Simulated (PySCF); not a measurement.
Dipole response of Pb⁻ (lead, charge -1)

[Xe] 4f14 5d10 6s2 6p3, high-spin 4S determinant. All numbers are calculated (PySCF 2.14, scalar relativity through the core potential, in def2-TZVPPD with the def2 core potential (60 electrons) (7s5p4d2f, 56 functions)). Coupled (time-dependent) response in atomic units; α is the mean over directions.

```tsv
method	mean α (bohr³)	C₆ (like pair)	S(−4)
UHF	160.1	2715	12000
```

S(−4) is the Cauchy moment in α(ω) = α(0) + S(−4) ω² + …

α(iu) at UHF:

| u (hartree) | α(iu) (bohr³) |
| --- | --- |
| 0 | 160.1 |
| 0.0500 | 136.4 |
| 0.100 | 99.72 |
| 0.200 | 55.10 |
| 0.300 | 34.87 |
| 0.500 | 18.34 |
| 0.750 | 10.78 |
| 1.00 | 7.396 |
| 1.50 | 4.357 |
| 2.00 | 2.965 |
| 3.00 | 1.665 |
| 5.00 | 0.7419 |

For an ion, C₆ is the dispersion term alone; charge-induced terms of lower order in 1/R come first.

Energies and moments cover only the electrons outside the core potential. Spin-orbit coupling, which splits the p, d and f shells strongly at this Z, is absent. Spin-orbit coupling is strong in this species (close to jj coupling), so the high-spin LS determinant is a model state, not a physical level.
